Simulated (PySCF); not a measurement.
Excitation energy of Zr(2+) by level of theory

Zr(2+) [Kr] 4d2 (3F) → Zr(2+) [Kr] 4d1 5p1 (high-spin determinant), as a difference of total energies. Computed with PySCF 2.14 in x2c-TZVPPall, with scalar relativity by spin-free X2C-1e. Correlated levels: valence and next inner shell: [Ar] 3d10 frozen. The calculations carry no spin-orbit coupling.

```csv
method,excitation energy (eV)
UHF,6.739
MP2 (valence and next inner shell),6.736
SCS-MP2 (valence and next inner shell),6.764
CCSD (valence and next inner shell),6.760
CCSD(T) (valence and next inner shell),6.747
```

The basis was made for the ground configuration and has no added diffuse functions, so the excitation energy can come out too high.

The determinant of the upper state mixes LS terms, which raises its energy above the lowest term, most at the Hartree-Fock and MP2 levels.
